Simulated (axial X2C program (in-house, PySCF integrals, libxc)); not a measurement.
NbH⁺: from the spin-free to the two-component result

All values were computed with an in-house all-electron X2C program for linear molecules (integrals from PySCF). Spin-free means the one-electron spin-free X2C Hamiltonian; two-component (2c) means X2C with spin–orbit coupling and atomic mean-field two-electron Coulomb and Gaunt terms, so the difference of the two also holds small scalar two-electron terms. Basis: Nb dyall-cv3z [11s12p9d5f3g], H dyall-v3z [6s2p1d] (cores contracted in-house); Gaussian nuclei, density fitting, unrestricted open shells. Masses: Nb 92.906 u, H 1.008 u.

Spin-free state: M_S = 3/2, Λ = 2 (beyond evenly filled blocks: π+α, π-α, δ+α); fragments Nb+ + H.

```tsv
level	Re (Å)	ωe (cm⁻¹)	De (eV)	μ (D)
PBE0	1.719	1866.4	2.245	-2.40
HF	1.770	1782.8	1.392	-3.45
MP2	1.706	1920.7	2.226	n/a
CCSD	1.728	1858.1	2.448	n/a
CCSD(T)	1.727	1856.0	2.504	n/a
BHandHLYP	1.729	1867.3	2.381	-2.75
```

Correlated methods: 13 electrons correlated (number of frozen shells: Nb 3 s, 2 p, 1 d; H none), 227 virtual spin orbitals or spinors in MP2, 90 natural virtuals in coupled cluster.

Dipoles are positive if H is the positive end and refer to the centre of mass.

Two-component determinant lowest at the distance of the search:

Ω = 1/2 (⟨Sz⟩ = -1.50, ⟨Lz⟩ = 2.00 at HF); fragments Nb+ + H.

```tsv
level	Re (Å)	ωe (cm⁻¹)	μ (D)
PBE0	1.719	1865.3	-2.40
HF	1.771	1781.8	-3.45
MP2	1.707	1919.6	n/a
CCSD	1.728	1854.9	n/a
CCSD(T)	1.727	1852.6	n/a
BHandHLYP	1.729	1866.1	-2.75
```

Question: From the two tables, how do the constants change at the CCSD(T) level (2c against spin-free)?

Answer: At the CCSD(T) level Re is unchanged within 0.001 Å and ωe falls by 3.4 cm⁻¹.

The state is a single determinant with fixed occupations, the lowest that a limited PBE0 search found. De is counted from the lowest determinant-based energies of the atoms at the same level, without counterpoise correction. De is not given where an atomic determinant may have missed its ground term or J level, or where the truncated virtual space spoils (T). Density functionals use the spin component along the axis (collinear). Coupled cluster ran in a truncated set of natural virtual spinors; the MP2 energy of the rest was added. (T) has no such correction and the atoms are truncated less, which lowers De at CCSD(T) by a hundredth of an eV or more. Other states lie close and PBE0, whose exact exchange favours high spin, may order them wrongly; the determinant shown need not be the ground state. The nearest other spin-free determinant of the search, M_S = 3/2, Λ = 1, lies 0.09 eV up at the distance of the search. Without a current term, density functionals place determinants with orbital angular momentum somewhat too high. With several unpaired electrons one determinant need not be a pure state.
